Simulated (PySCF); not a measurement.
## Os⁺: excitation energy

Os⁺ [Xe] 4f14 5d6 6s1 (6D) → Os⁺ [Xe] 4f14 5d5 6s2 (6S), as a difference of total energies. All numbers are calculated (PySCF 2.14, the spin-free X2C one-electron Hamiltonian (Gaussian nucleus), in x2c-TZVPPall (11s7p7d3f1g, 97 functions)). Correlated levels: valence: [Xe] 4f14 frozen. The calculations carry no spin-orbit coupling.

```
           method  excitation energy (eV)  error (eV)
              UHF                   0.995      +0.380
              LDA                   0.991      +0.376
              PBE                   1.151      +0.536
             PBE0                   1.206      +0.591
           r2SCAN                   1.420      +0.805
          LC-wPBE                   1.258      +0.643
          r2SCAN0                   1.335      +0.720
           revPBE                   1.234      +0.619
    MP2 (valence)                   0.890      +0.275
SCS-MP2 (valence)                   0.840      +0.225
```

Reference: 0.615 eV (measured; NIST levels, between the centres of gravity of the two terms).

Errors of the correlated levels include the incompleteness of this basis and the frozen core.
